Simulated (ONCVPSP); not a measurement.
# Logarithmic derivatives: V, ONCV

V (Z = 23), optimised norm-conserving Vanderbilt (ONCV), made with ONCVPSP 4.0.1 (PBEsol, scalar-relativistic). Core [Ne], reference 3s2 3p6 3d3 4s2. Waves: 3s+4s: rc 1.50 bohr, ncon 5, nbas 9, qcut 7.6 1/bohr, 2 projectors; 3p: rc 1.00 bohr, ncon 4, nbas 7, qcut 8.4 1/bohr, 2 projectors, debl 0.3 Ha; 3d: rc 1.75 bohr, ncon 4, nbas 8, qcut 10.7 1/bohr, 1 projector; f scattering state at 0.11 Ha: rc 1.50 bohr, ncon 4, nbas 7, qcut 6.6 1/bohr, 3 projectors, debl 2.4 Ha. Local part: polynomial inside 0.75 bohr (lpopt 5, dvloc0 4 Ha). Core correction: Teter function, fcfact 3.25, rcfact 1.7.

In the p channel the program set the typed energies aside and used -1.615, 0.250 Ha.

The phase is arctan(r·R′/R) of the radial function R(r), unwrapped; energies in Ha, scanned from -4 to 5 Ha. A pole is an energy at which the radial function vanishes at the test radius. The pseudo phase is shifted by a multiple of π to meet the all-electron one at the reference energy, and phase errors are pseudo minus all-electron; the curves can meet again beyond the range given. Levels narrower than the energy grid can be missing from the lists of poles.

| channel | radius (bohr) | reference energy (Ha) | poles, all-electron | poles, pseudo | unbroken range about the reference energy with phases within 0.05 rad | phase error 1 Ha above the reference energy (rad) |
| --- | --- | --- | --- | --- | --- | --- |
| s | 1.52 | -0.17 | -1.99 | -1.99 | the whole range | -0.000 |
| p | 1.01 | -1.62 | 3.03 | 3.03 | the whole range | -0.000 |
| d | 1.78 | -0.19 | 0.33 | 0.34 | below 1.3 | +0.017 |
| f | 1.52 | 0.11 | none | none | the whole range | +0.000 |

Phases in the s channel:

```csv
E (Ha),all-electron,pseudo
-3.98,0.944,0.944
-3.74,0.794,0.794
-3.50,0.523,0.523
-3.26,0.012,0.012
-3.02,-0.651,-0.651
-2.78,-1.094,-1.094
-2.54,-1.327,-1.327
-2.30,-1.462,-1.462
-2.06,-1.551,-1.551
-1.82,-1.616,-1.616
-1.58,-1.668,-1.668
-1.34,-1.712,-1.712
-1.10,-1.753,-1.753
-0.86,-1.792,-1.792
-0.62,-1.832,-1.832
-0.38,-1.875,-1.875
-0.14,-1.922,-1.922
0.10,-1.977,-1.977
0.34,-2.043,-2.043
0.58,-2.124,-2.124
0.82,-2.229,-2.229
1.06,-2.367,-2.368
1.30,-2.554,-2.555
1.54,-2.803,-2.804
1.78,-3.105,-3.108
2.02,-3.421,-3.425
2.26,-3.697,-3.701
2.50,-3.910,-3.914
2.74,-4.067,-4.072
2.98,-4.183,-4.188
3.22,-4.271,-4.275
3.46,-4.338,-4.343
3.70,-4.392,-4.397
3.94,-4.436,-4.441
4.18,-4.472,-4.477
4.42,-4.503,-4.508
4.66,-4.529,-4.534
4.90,-4.552,-4.558
```
